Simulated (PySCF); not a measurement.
Si(AsH2)(F)2(H) (AsF₂H₃Si), SMILES F[SiH]([AsH2])F. Heavy atoms are numbered as in [SiH:1]([F:2])([F:3])[AsH2:4]. Hydrogens are named by the atom that carries them.

Geometry optimised at PBE0-D3(BJ)/def2-SVP. The structure was generated by enumeration, and PubChem lists no compound with its InChIKey, so it may never have been made.

Computed with PySCF with PBE0/pcSseg-1.

GIAO shieldings, no solvent; atoms alike by connectivity are averaged. δ = σ(ref) − σ: ²⁹Si against TMS (σ = 352.7 ppm); ¹⁹F against CFCl3 (σ = 167.2 ppm); ⁷⁵As against AsH3 (σ = 1910.2 ppm); ¹H against TMS (σ = 31.56 ppm), references at their B3LYP-D3(BJ)/def2-TZVP geometries, non-relativistic.

Computed chemical shifts:
```csv
nucleus,atoms,count,δ (ppm)
²⁹Si,Si1 (SiH),1,22.5
¹⁹F,F2,2,-140.9
⁷⁵As,As4 (AsH2),1,-12.7
¹H,H on Si1,1,6.33
¹H,H on As4,2,2.24
```
